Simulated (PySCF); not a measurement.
C5H12O2Si.
Geometry (PBE0-D3(BJ)/def2-SVP, Å), atoms numbered from 1 in this order:
```xyz
20
C5H12O2Si angstrom
C     -1.3683   -2.3678   -0.3420
O     -0.2841   -1.5243   -0.0716
Si    -0.3965    0.0380    0.4609
O     -1.3907    0.8376   -0.6064
C     -2.0171    2.0650   -0.3858
C      1.3421    0.6586    0.4764
C      2.4756   -0.2996    0.7719
C      2.2942    0.2210   -0.6126
H     -1.9384   -2.6104    0.5741
H     -0.9881   -3.3104   -0.7634
H     -2.0646   -1.9164   -1.0697
H     -1.0493    0.1164    1.8085
H     -2.5211    2.1094    0.5987
H     -1.3056    2.9096   -0.4392
H     -2.7820    2.2240   -1.1618
H      1.4819    1.6808    0.8477
H      2.2209   -1.3468    0.9578
H      3.3129    0.0782    1.3649
H      1.9158   -0.4714   -1.3698
H      3.0056    0.9604   -0.9895
```

NICS = −σ at a ghost point: NICS(0) at the centroid of the ring atoms, NICS(1) 1 Å to either side along the normal of their mean plane, zz for the tensor component along that normal. Level: GIAO CAM-B3LYP/pcSseg-1 (PySCF, non-relativistic, gas phase) on the PBE0-D3(BJ)/def2-SVP geometry, one conformer.

Ring bond lengths (Å): C6–C7 1.513, C7–C8 1.490, C8–C6 1.511.

Give the NICS values of each ring in ppm.

| ring | type | NICS(0) | NICS(1), two faces | NICS(1)zz, two faces | rms pucker (Å) | centre to ring atoms, mean (Å) |
| --- | --- | --- | --- | --- | --- | --- |
| C6–C7–C8 | 3-membered carbocycle; formal bonds all single | -44.7 | -9.5 / -8.3 | -27.1 / -24.2 | 0.00 | 0.87 |

What do they say, and how far can they be read as aromaticity?

- C6–C7–C8: mean NICS(1)zz -25.6 ppm, shielded. C6, C7, C8 have four or more neighbours, so the value isn't read as a sign of a π ring current. NICS(0) lies 36 ppm below the mean NICS(1).

Give the inner angles of the rings.

- C6–C7–C8: C6 59.0°, C7 60.4°, C8 60.6°; sum 180.0° against 180° for a flat convex ring.

How shielded are the nuclei of the rings and their hydrogens (means over atoms taken as equivalent)?

```tsv
atoms	environment	σ isotropic (ppm)	principal values of the symmetric part, first atom (ppm)
C6	sp3 carbon bound to silicon	187.8	154.8, 179.8, 228.9
C7 (×2)	three-membered-ring carbon	180.7	154.3, 172.3, 215.3
H16	methine hydrogen	32.01	24.9, 28.7, 42.4
H17 (×2)	methylene hydrogen	30.80	24.0, 29.5, 39.2
H18 (×2)	methylene hydrogen	30.90	24.9, 26.4, 41.5
```

How do the values depend on the level or the medium?

```tsv
level	NICS(0), C6–C7–C8	mean NICS(1)zz, C6–C7–C8
CAM-B3LYP/pcSseg-1, gas	-44.7	-25.6
PBE0/pcSseg-1, gas	-45.0	-25.7
```

The geometry is the same throughout.
